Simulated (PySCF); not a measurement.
A GIAO shielding run with PySCF (density fitting, non-relativistic, gas phase) on SMILES C1[Si](CC)(C(C)C)CS1, C7H16SSi:

```
$ OMP_NUM_THREADS=1 python probes_run.py task.json out

{"job": {"kind": "nmr", "xc": "PBE0", "basis": "pcSseg-1"}, "charge": 0, "multiplicity": 1}
C      2.112880    -1.219804    -0.796111
C      1.333382    -0.013238    -1.310567
Si     0.115886     0.723829    -0.038739
C     -1.344701    -0.384740     0.511588
C     -2.066556    -0.975678    -0.697309
C     -0.906114    -1.496239     1.462305
C      1.010442     1.618147     1.405181
S      0.498857     3.279097     0.808729
C     -0.445759     2.487047    -0.550307
H      2.653797    -0.971897     0.113622
H      1.443017    -2.046961    -0.578126
H      2.832462    -1.557147    -1.539590
H      2.042276     0.760701    -1.611292
H      0.788682    -0.300480    -2.210785
H     -2.063126     0.242116     1.052029
H     -2.404171    -0.190389    -1.369660
H     -2.934792    -1.551062    -0.379978
H     -1.405500    -1.638965    -1.250282
H     -1.770254    -2.054785     1.818560
H     -0.240858    -2.192653     0.958972
H     -0.383806    -1.089017     2.324456
H      2.094691     1.556094     1.429646
H      0.627752     1.457360     2.409261
H     -0.098018     2.863061    -1.507651
H     -1.501403     2.719749    -0.444818
```

Hardware: 1 thread of an Arm Neoverse N1, shared host. The job also computes population analyses, field gradients, ring-centre shieldings.

**Question.** How large is the calculation?

**Answer.** 88 electrons, 247 basis functions and 1323 auxiliary functions.

**Question.** How long does it take, and how much memory does it need?

**Answer.** 2.2 min of wall time, with 12 SCF cycles and 5 response iterations; peak memory 1.2 GiB. Times on a shared host scatter by some tens of per cent.
